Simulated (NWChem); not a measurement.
System: SnBr cation, singlet; SMILES [Sn+][Br]

```xyz
2

Sn     0.0000     0.0000    -0.9937
Br     0.0000     0.0000     1.4316
```
Atoms are numbered in this order, from 1.

Low-valent species are run as closed-shell singlets; no triplet was tried in these runs. The geometry was optimised at PBE0/def2-SVP. def2 effective core potentials on Sn; no spin-orbit coupling.

List the 6 lowest vertical singlet excitations from PBE/def2-SVP with def2 effective core potentials on Sn, full TDDFT (NWChem).


```
state  energy (eV)  oscillator strength  leading excitation (squared amplitude)
-----  -----------  -------------------  --------------------------------------
S1            3.61                0.000                  HOMO−1 → LUMO+1 (0.50)
S2            3.77                0.000                    HOMO−1 → LUMO (0.50)
S3            3.77                0.000                  HOMO−1 → LUMO+1 (0.50)
S4            4.33                0.020                    HOMO−2 → LUMO (0.99)
S5            4.33                0.020                  HOMO−2 → LUMO+1 (0.99)
S6            4.85                0.075                    HOMO−1 → LUMO (0.44)
```
